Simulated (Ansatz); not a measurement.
The cluster Ge2Te3⁻. Total charge -1; doublet. Geometry PBE-D4/def2-SVPD.

```xyz
5

Ge    0.204   -1.134    0.826
Ge   -0.204    1.134   -0.826
Te   -2.158    0.229    0.846
Te    0.378   -1.309   -1.889
Te    1.780    1.080    1.043
```

In the def2 sets Te takes a core potential; there is no spin–orbit coupling. The structure comes from a short search, and lower isomers may exist.

Problem. Estimate the α-spin orbital energies around the gap (eV) in Ansatz with PBE-D4/def2-TZVPD, revPBE-D4/def2-TZVPD, r2SCAN-D4/def2-TZVPD, PBE0-D4/def2-TZVPD.

Solution. 
```
orbital  PBE-D4/def2-TZVPD  revPBE-D4/def2-TZVPD  r2SCAN-D4/def2-TZVPD  PBE0-D4/def2-TZVPD
 HOMO−9              -7.57                 -7.48                 -7.93               -8.95
 HOMO−8              -3.34                 -3.28                 -3.60               -4.34
 HOMO−7              -3.34                 -3.28                 -3.60               -4.34
 HOMO−6              -3.00                 -2.94                 -3.31               -4.02
 HOMO−5              -3.00                 -2.94                 -3.31               -4.02
 HOMO−4              -2.69                 -2.63                 -2.97               -3.59
 HOMO−3              -1.47                 -1.41                 -1.69               -2.40
 HOMO−2              -1.47                 -1.41                 -1.69               -2.40
 HOMO−1              -0.93                 -0.88                 -1.18               -1.82
   HOMO              -0.88                 -0.83                 -1.10               -1.71
   LUMO               1.52                  1.58                  1.69                2.10
 LUMO+1               1.59                  1.64                  1.85                2.12
 LUMO+2               1.99                  2.07                  2.10                2.54
 LUMO+3               1.99                  2.07                  2.10                2.54
 LUMO+4               2.09                  2.10                  2.44                2.63
 LUMO+5               2.09                  2.10                  2.44                2.63
 β HOMO              -0.78                 -0.73                 -0.99               -1.71
 β LUMO              -0.54                 -0.46                 -0.48                0.00
```
